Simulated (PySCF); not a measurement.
Mean harmonic wavenumber (cm⁻¹) of eight silicon and germanium compounds: PBE-D3(BJ) beside PBE0-D3(BJ), computed with PySCF for isolated molecules in the bases named; differences from unrounded values. The eight are the first of their class met in an unordered collection, after screening for sound electronic states; none was chosen by its value. Each level has its own optimised geometry.

| molecule | basis | PBE0-D3(BJ) |
|---|---|---|
| C2H6OSi2, SMILES C1=C[SiH2]O[SiH2]1 | def2-SVP | 1176 |
| C2H7ClSi2, SMILES Cl[Si@@H]1CC[SiH2]1 | def2-SVP | 1205 |
| Si(F)2(OH)(OMe) (CH₄F₂O₂Si), SMILES CO[Si](O)(F)F | def2-SVP | 1163 |
| CH5N3OSi, SMILES N[SiH](OC#N)N | def2-SVP | 1222 |
| CH7FOSi3, SMILES F[SiH2][C@H]1O[SiH2][SiH2]1 | def2-SVP | 1009 |
| GeF2ClBr, SMILES [F][Ge]([F])([Cl])[Br] | def2-SVP | 359 |
| CH8N2Si3, SMILES C1=N[SiH2][SiH2]N[SiH2]1 | def2-SVP | 1087 |
| CH8FNOSi2, SMILES N[SiH2][Si@@H](O)CF | def2-SVP | 1174 |

**Question.** Estimate the PBE-D3(BJ) values and say how PBE-D3(BJ) differs from PBE0-D3(BJ) over the set. (The exact figures need the calculation; the answer reports its results.)

**Answer.** 
```json
[
 {"molecule": "C2H6OSi2, SMILES C1=C[SiH2]O[SiH2]1", "PBE-D3(BJ)": "1133", "difference": "-43"},
 {"molecule": "C2H7ClSi2, SMILES Cl[Si@@H]1CC[SiH2]1", "PBE-D3(BJ)": "1165", "difference": "-40"},
 {"molecule": "Si(F)2(OH)(OMe) (CH₄F₂O₂Si), SMILES CO[Si](O)(F)F", "PBE-D3(BJ)": "1121", "difference": "-42"},
 {"molecule": "CH5N3OSi, SMILES N[SiH](OC#N)N", "PBE-D3(BJ)": "1179", "difference": "-43"},
 {"molecule": "CH7FOSi3, SMILES F[SiH2][C@H]1O[SiH2][SiH2]1", "PBE-D3(BJ)": "971", "difference": "-38"},
 {"molecule": "GeF2ClBr, SMILES [F][Ge]([F])([Cl])[Br]", "PBE-D3(BJ)": "341", "difference": "-19"},
 {"molecule": "CH8N2Si3, SMILES C1=N[SiH2][SiH2]N[SiH2]1", "PBE-D3(BJ)": "1047", "difference": "-41"},
 {"molecule": "CH8FNOSi2, SMILES N[SiH2][Si@@H](O)CF", "PBE-D3(BJ)": "1135", "difference": "-40"}
]
```
PBE-D3(BJ) lies below PBE0-D3(BJ) in 8 and above it in 0 of the eight; the mean signed difference is -38 and the largest -43 cm⁻¹.
